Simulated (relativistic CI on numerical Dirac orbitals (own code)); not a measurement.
## What each ingredient does to the levels of Se7+

Base calculation: Dirac-Coulomb-Breit CI, KLI orbitals optimised for each configuration, a model potential for QED, unscaled Slater integrals.

CI space (outside the closed core [Ne]): 3s2 3p6 3d9, 3s2 3p5 3d10, 3s2 3p6 3d8 4s, 3s2 3p6 3d8 4p, 3s 3p6 3d10, 3s2 3p6 3d7 4s2, 3s2 3p6 3d8 4d, 3s2 3p6 3d7 4s 4p, 3s2 3p6 3d8 5s, 3s2 3p6 3d7 4p2, 3s2 3p6 3d8 4f, 3s2 3p6 3d8 5p, 3s2 3p6 3d7 4s 4d, 3s2 3p6 3d8 5d, 3s2 3p6 3d7 4p 4d, 3s2 3p6 3d8 6s, 3s2 3p6 3d8 5f, 3s2 3p6 3d8 6p, 3s2 3p6 3d8 5g, 3s2 3p6 3d8 6d, 3s2 3p6 3d7 4d2, 3s2 3p5 3d9 4s, 3s2 3p5 3d8 4s2, 3s2 3p5 3d9 4p, 3s2 3p5 3d8 4s 4p, 3s2 3p4 3d10 4s, 3s2 3p5 3d8 4p2, 3s2 3p5 3d8 4s 4d, 3s2 3p5 3d9 4d, 3s2 3p5 3d9 5s, 3s 3p6 3d9 4s, 3s2 3p5 3d9 4f, 3s2 3p5 3d9 5p, 3s2 3p5 3d9 5d, 3s 3p6 3d9 4p, 3s2 3p5 3d9 6s. Levels of other configurations are missing.

Variants: (1) QED terms removed; (2) Breit term removed. Shifts of the energy above 3s2 3p6 3d9 2D_5/2, in cm⁻¹, for the lowest level and the first level of each name with at least 55 % of one term (blank where a level changes its place among those of its configuration and J or its character, or is not in the variant):

```tsv
Level	Base	Δ(1)	Δ(2)
3s2 3p6 3d9 2D_5/2	0	0	0
3s2 3p6 3d9 2D_3/2	6979	-25	+389
3s2 3p6 3d8 4s 4F_9/2	518237	-314	-220
3s2 3p6 3d8 4s 4F_7/2	521936	-323	-123
3s2 3p6 3d8 4s 4F_5/2	525669	-338	+44
3s2 3p6 3d8 4s 4F_3/2	527885	-344	+94
3s2 3p6 3d8 4s 2F_7/2	530651	-322	-85
3s2 3p6 3d8 4s 2F_5/2	536173	-333	+7
3s2 3p6 3d8 4s 2D_3/2	549580	-322	-243
3s2 3p6 3d8 4s 4P_3/2	555263	-338	-95
3s2 3p6 3d8 4s 4P_1/2	555497	-335	-176
3s2 3p6 3d8 4s 2P_3/2	563984	-331	-28
3s2 3p6 3d8 4s 2P_1/2	565619	-331	-186
3s2 3p6 3d8 4s 2G_9/2	570085	-330	+127
```

At this charge configurations can still be misplaced by up to about 7 % of their energy.

Ionisation energy from the two ground configurations alone: base 183.826 eV. The NIST ASD value (theoretical) is 184 eV.

LS names give the leading component of a level, which can be under half, so a name can repeat, a term be missing and a line seem to break the LS rules.
